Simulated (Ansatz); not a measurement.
C$_{6}$H$_{12}$O$_{2}$Si, singlet, geometry from GFN2-xTB. Base run: Ansatz (a program for electronic structure) with PBE0/6-31G.

The Ansatz input:
Ansatz 0.2 input:
```yaml
crystal:
  periodic: [false, false, false]
  atoms:
    - {symbol: C, position_ang: [3.29317671, -0.04795943, -0.29807079]}
    - {symbol: C, position_ang: [2.59954963, -0.64158893, 0.66205982]}
    - {symbol: C, position_ang: [1.12296510, -0.58980606, 0.75070307]}
    - {symbol: O, position_ang: [0.49904034, -1.13395576, 1.62947223]}
    - {symbol: O, position_ang: [0.54767623, 0.10548990, -0.21821987]}
    - {symbol: Si, position_ang: [-1.11343631, 0.33479046, -0.37273199]}
    - {symbol: C, position_ang: [-1.16670082, 1.39737402, -1.94611805]}
    - {symbol: C, position_ang: [-1.77083648, 1.26522252, 1.15014823]}
    - {symbol: C, position_ang: [-1.96801907, -1.34788894, -0.60793679]}
    - {symbol: H, position_ang: [2.79711380, 0.51146999, -1.07393570]}
    - {symbol: H, position_ang: [4.36820603, -0.10030812, -0.34083557]}
    - {symbol: H, position_ang: [3.07090419, -1.20862969, 1.45200899]}
    - {symbol: H, position_ang: [-2.19184244, 1.64418251, -2.19798187]}
    - {symbol: H, position_ang: [-0.62477633, 2.32922120, -1.81952034]}
    - {symbol: H, position_ang: [-0.73425531, 0.87837927, -2.79563769]}
    - {symbol: H, position_ang: [-1.62004897, 0.67712069, 2.05082039]}
    - {symbol: H, position_ang: [-2.83207756, 1.47489184, 1.06343873]}
    - {symbol: H, position_ang: [-1.25696945, 2.21345120, 1.28665470]}
    - {symbol: H, position_ang: [-1.56579707, -1.87920715, -1.46686019]}
    - {symbol: H, position_ang: [-3.03663367, -1.23593528, -0.76038877]}
    - {symbol: H, position_ang: [-1.82025780, -1.97609515, 0.26575340]}
basis:
  gaussian:
    orbitals: 6-31G
hamiltonian:
  xc: pbe0
```

Each row names what was changed in the base input (with any setting that the change needs).

```json
[
 {"change": "base", "ΔE vs base (mEh)": "0.000"},
 {"change": "lower_state_search = off", "ΔE vs base (mEh)": "0.000"},
 {"change": "accuracy = high", "ΔE vs base (mEh)": "0.005"},
 {"change": "final_grid = 14, 28, 59", "ΔE vs base (mEh)": "0.000"},
 {"change": "final_grid = 4, 8, 17", "ΔE vs base (mEh)": "0.705"},
 {"change": "point_charge = charge:0.5 position_ang:3.4922, 6.7022, 0.3331", "ΔE vs base (mEh)": "0.245"},
 {"change": "lower_state_search = full", "ΔE vs base (mEh)": "0.000"},
 {"change": "fitting.mean_field = cc-pVTZ-JKFIT", "ΔE vs base (mEh)": "-0.040"},
 {"change": "nuclear_model = gaussian", "ΔE vs base (mEh)": "0.212"},
 {"change": "lower_state_search = light", "ΔE vs base (mEh)": "0.000"},
 {"change": "final_grid = 6, 12, 29", "ΔE vs base (mEh)": "0.026"}
]
```
